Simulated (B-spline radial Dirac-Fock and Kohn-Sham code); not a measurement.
## X-ray form factors of ytterbium in several charge states

Model: Dirac-Fock orbitals of the configuration average with a finite nucleus. Program: a radial finite-basis atomic code.

Configurations: Yb⁵³⁺ [Ne] 3s2 3p5; Yb⁵⁶⁺ [Ne] 3s2 3p2; Yb⁵⁸⁺ [Ne] 3s2; Yb⁶⁰⁺ [He] 2s2 2p6; Yb⁶¹⁺ [He] 2s2 2p5. The first column is f₀ of Yb⁵³⁺, the others are differences from it.

| s (Å⁻¹) | Yb⁵³⁺ | Δ Yb⁵⁶⁺ | Δ Yb⁵⁸⁺ | Δ Yb⁶⁰⁺ | Δ Yb⁶¹⁺ |
| --- | --- | --- | --- | --- | --- |
| 0 | 17.000 | -3.000 | -5.000 | -7.000 | -8.000 |
| 0.1 | 16.973 | -2.990 | -4.983 | -6.977 | -7.976 |
| 0.2 | 16.891 | -2.959 | -4.933 | -6.907 | -7.905 |
| 0.3 | 16.757 | -2.909 | -4.851 | -6.793 | -7.788 |
| 0.4 | 16.571 | -2.840 | -4.738 | -6.636 | -7.628 |
| 0.5 | 16.338 | -2.753 | -4.596 | -6.439 | -7.426 |
| 0.7 | 15.742 | -2.533 | -4.236 | -5.938 | -6.913 |
| 0.9 | 15.004 | -2.265 | -3.796 | -5.325 | -6.284 |
| 1.1 | 14.163 | -1.965 | -3.303 | -4.637 | -5.577 |
| 1.4 | 12.800 | -1.495 | -2.528 | -3.552 | -4.457 |

Values without a named source are computed, but for edge energies of neutral atoms, which are taken from tables.
